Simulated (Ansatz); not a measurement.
Program: Ansatz. Geometries: PBE0-D4/def2-TZVP. ΔE: electronic, gas phase. CBS: MP2 limit from def2 TZ/QZ plus the TZ coupled-cluster correction, frozen cores. Functionals use def2-TZVPP. B3LYP here is the variant with VWN-RPA as its local correlation; programs differ in this. One conformer a species, not always the lowest.

`COCC=S` + `C=C(O)[SiH3]` → `C=C([SiH3])OC=S` + dimethyl ether  (substitution at a C–C bond)

`COCC=S`:

Z-matrix (Å, degrees):
```
C
O 1 1.407
H 1 1.098 2 112.0
H 1 1.098 2 111.2 3 121.4
H 1 1.089 2 107.2 3 -119.4
C 2 1.399 1 112.6 3 -61.8
C 6 1.498 2 113.2 1 73.1
H 6 1.097 2 106.5 1 -169.4
H 6 1.098 2 112.3 1 -52.0
S 7 1.606 6 125.5 2 -151.9
H 7 1.094 6 113.6 2 30.2
```

`C=C(O)[SiH3]`:

```xyz
10

C     1.444   -0.123    0.709
C     0.301    0.405    0.274
O     0.040    1.724    0.525
Si   -0.945   -0.628   -0.672
H     2.168    0.472    1.257
H     1.671   -1.163    0.523
H    -0.811    1.975    0.159
H    -2.249   -0.626    0.048
H    -0.434   -2.012   -0.812
H    -1.185   -0.025   -2.012
```

`C=C([SiH3])OC=S`:

Cartesian coordinates in Å:
```
C -0.715 -1.246 -0.362
C -0.263 -0.024 -0.104
Si -1.123 1.238 0.990
O 0.904 0.465 -0.678
C 1.960 -0.343 -0.806
S 3.265 0.032 -1.662
H -1.631 -1.586 0.102
H -0.216 -1.926 -1.044
H -1.437 2.450 0.196
H -0.229 1.606 2.116
H -2.367 0.609 1.497
H 1.852 -1.274 -0.246
```

`COC`:

Cartesian coordinates in Å:
```
C 0.787 0.272 0.810
O 0.241 0.679 -0.412
C -0.758 -0.192 -0.858
H 0.024 0.236 1.602
H 1.552 0.996 1.090
H 1.249 -0.723 0.734
H -1.594 -0.248 -0.145
H -1.131 0.190 -1.809
H -0.369 -1.209 -1.011
```

Question: Is it downhill or uphill in electronic energy at CCSD(T)/CBS, and by how much? (Estimate.)

Answer: The calculation gave: Uphill: ΔE = +0.05 eV.

Question: What do these levels give: PBE-D4, r2SCAN-D4, ωB97X-V, ωB97M-V, B2PLYP, PBE, PBE0, B3LYP, MP2/def2-TZVPP, HF/def2-QZVPP, SCS-MP2/def2-QZVPP, CCSD/CBS(def2)? (Best estimate.)

Answer: The calculation gave: PBE-D4 -0.07, r2SCAN-D4 -0.08, ωB97X-V -0.01, ωB97M-V 0.01, B2PLYP -0.06, PBE -0.07, PBE0 -0.02, B3LYP -0.07, MP2/def2-TZVPP -0.01, HF/def2-QZVPP 0.00, SCS-MP2/def2-QZVPP 0.01, CCSD/CBS(def2) 0.07 eV.

Largest T1 diagnostic among the species: 0.016.

From PBE to PBE0 (25 % exact exchange), in def2-TZVPP and without D4, ΔE moves by +0.05 eV.
